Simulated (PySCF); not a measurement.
Give a GFN2-xTB geometry of `C1CS[SiH2]S1`.

```xyz
11
C2H6S2Si angstrom
C     -0.764   -1.014   -0.147
C     -1.184    0.363    0.308
S      0.178    1.207    1.191
Si     1.727    0.577   -0.150
S      0.680   -0.923   -1.266
H     -0.495   -1.645    0.701
H     -1.561   -1.493   -0.715
H     -2.012    0.301    1.014
H     -1.476    0.987   -0.537
H      2.800    0.012    0.646
H      2.111    1.631   -1.070
```

Any rigid rotation of these coordinates is as good. Atoms count from 1 in this order. Si4 (SiH2 silicon) is distorted tetrahedral (angles from 100.3° to 115.8°). The 5-membered ring C1–C2–S3–Si4–S5 has internal angles of 95.8° to 111.0°; it is puckered, 0.23 Å rms from its mean plane, widest ring torsion 59°.

Bonds between heavy atoms (Å): C1–C2 1.510, C2–S3 1.829, S3–Si4 2.143, Si4–S5 2.143, C1–S5 1.829.

Structure optimised with GFN2-xTB, isolated species.

Point group: C2 (tolerance 0.08 Å). No GFN2-xTB frequencies stand behind this structure, so it isn't proved a minimum. The numbers are those of one conformer (S5–C1–C2–S3 -59°, C1–C2–S3–Si4 42°, C2–S3–Si4–S5 -12°, S3–Si4–S5–C1 -12°).

All values are computed, not measured.
